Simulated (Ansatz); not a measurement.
Consider the cleavage of the In–Si bond: `C[SiH](N)[InH2]` + `C[SeH]` → `C[Se][InH2]` + `C[SiH2]N`.

Program: Ansatz. Geometries: PBE0-D4/def2-TZVP. ΔE: electronic, gas phase. CCSD(T)/CBS is the MP2 limit (def2-TZVPP, def2-QZVPP) plus CCSD(T) − MP2 in def2-TZVPP, frozen cores. Functionals use def2-TZVPP. B3LYP here is the variant with VWN-RPA as its local correlation; programs differ in this. def2 core potentials past Kr. For In, Se outer-core shells are correlated without core-valence functions, which leaves a few kJ/mol of doubt a bond. Scalar relativity is left out up to krypton. Each species was taken in one conformer, which may not be the lowest.

Question: Is it downhill or uphill in electronic energy at CCSD(T)/CBS, and by how much? (An estimate is asked.)

Answer: The calculation gave: Downhill: ΔE = -101.5 kJ/mol.

Question: What do these levels give: B3LYP-D4, ωB97M-V, B2PLYP, r2SCAN, HF/def2-QZVPP, HF/CBS(def2)? (An estimate is asked.)

Answer: Computed: B3LYP-D4 -97.3, ωB97M-V -96.2, B2PLYP -101.7, r2SCAN -99.6, HF/def2-QZVPP -110.4, HF/CBS(def2) -110.4 kJ/mol.

Largest T1 diagnostic among the species: 0.013.

At CCSD(T), def2-SVP lies +4.0 kJ/mol from the extrapolated value and def2-TZVPP +4.6 kJ/mol. In def2-TZVPP, CCSD(T) changes the Hartree–Fock value by +13.5 kJ/mol (the triples alone add −0.4 kJ/mol) and MP2 by +7.5 kJ/mol.
